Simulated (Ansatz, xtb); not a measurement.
**F3SSi: where a starting geometry ends**

The starting geometry of this gas-phase doublet has its atoms placed at random.

| atom | x (Å) | y (Å) | z (Å) |
| --- | --- | --- | --- |
| F | -0.0455 | -0.9192 | -0.1283 |
| F | 1.3112 | -0.1089 | -0.3151 |
| F | 0.8890 | -0.1939 | -1.7344 |
| S | -1.2511 | -0.1056 | 0.0823 |
| Si | 0.6292 | 1.3476 | -0.0496 |

Question: One run relaxed it with r2SCAN-D4/def2-SVP. What is a likely outcome?

Answer: It ends as `FS[Si](F)F`. Distances that change by over a tenth: F1–S4 (1.47 → 1.67 Å), S4–Si5 (2.38 → 2.14 Å). Contacts that close: F3–Si5 (2.30 → 1.62 Å).

The energy falls by 11.68 eV over 14 steps:

```csv
step,E − E(last) (eV)
1,11.677
2,6.353
4,3.834
5,2.335
7,0.332
8,0.077
10,0.019
11,0.003
13,0.000
14,0.000
```

Final geometry (Å):

```yaml
atoms:
  - { symbol: F, position_ang: [-0.8903, -1.6321, 0.0808] }
  - { symbol: F, position_ang: [1.9786, 0.3797, 0.2291] }
  - { symbol: F, position_ang: [0.9328, 0.4164, -2.1043] }
  - { symbol: S, position_ang: [-1.1437, 0.0113, 0.2212] }
  - { symbol: Si, position_ang: [0.6554, 0.8446, -0.5719] }
```

From the same start GFN2-xTB reaches the same bonding as this run.

From so rough a start the end depends on the optimiser's path, so another program may land elsewhere. The end wasn't checked by frequencies. Open shells are spin-unrestricted. Run with Ansatz 0.2.0, 62 s on 1 thread of Intel(R) Xeon(R) 6975P-C (Granite Rapids), on a shared host.
